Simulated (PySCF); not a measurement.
Si(OSiH3)(F)3 (F₃H₃OSi₂), SMILES F[Si](F)(F)O[SiH3]. Atoms are numbered in the order given.

```xyz
9

F      1.3907     0.2671    -1.3364
Si     0.7650     0.1928     0.1465
F      1.8021    -0.5931     1.0912
F      0.6279     1.7020     0.6941
O     -0.6655    -0.5726     0.1500
Si    -2.2594    -0.6145    -0.4021
H     -2.2654    -0.7079    -1.9003
H     -2.9718     0.6319     0.0368
H     -2.9027    -1.8248     0.2004
```
Charge 0, spin multiplicity 1.

Geometry: PBE-D3(BJ)/def2-SVP. The geometry has at least one imaginary mode, so it is a saddle point at that level. The values are those of a single conformer.

Method: PBE-D3(BJ)/def2-SVP in PySCF.

Frequencies are harmonic and unscaled.

Q: Give all harmonic wavenumbers and intensities. (Estimate from the structure and the level; the computed values follow.)

A: 
```tsv
mode	ν (cm⁻¹)	IR (km/mol)	moving atoms (share of kinetic energy)
1	32i	0.0	H 89 %
2	11i	0.6	F 34 %, O 31 %, Si 18 %, H 17 %
3	58	0.6	F 35 %, Si 27 %, O 27 %, H 11 %
4	236	1.8	F 77 %, O 13 %, Si 8 %
5	244	0.0	F 74 %, O 24 %
6	319	48.0	F 63 %, Si 27 %
7	356	34.9	F 57 %, Si 22 %, O 18 %
8	364	43.8	F 55 %, Si 22 %, O 21 %
9	586	8.1	Si 46 %, F 35 %, O 13 %
10	696	47.2	H 84 %, Si 8 %
11	706	49.6	H 83 %, Si 9 %, O 8 %
12	837	91.8	F 57 %, Si 29 %
13	911	56.4	H 96 %
14	914	55.6	H 96 %
15	950	334.4	H 80 %, Si 15 %
16	973	184.6	Si 50 %, F 49 %
17	982	187.8	Si 51 %, F 49 %
18	1133	519.9	O 70 %, Si 24 %
19	2181	57.3	H 98 %
20	2190	115.7	H 96 %
21	2209	101.8	H 96 %
```
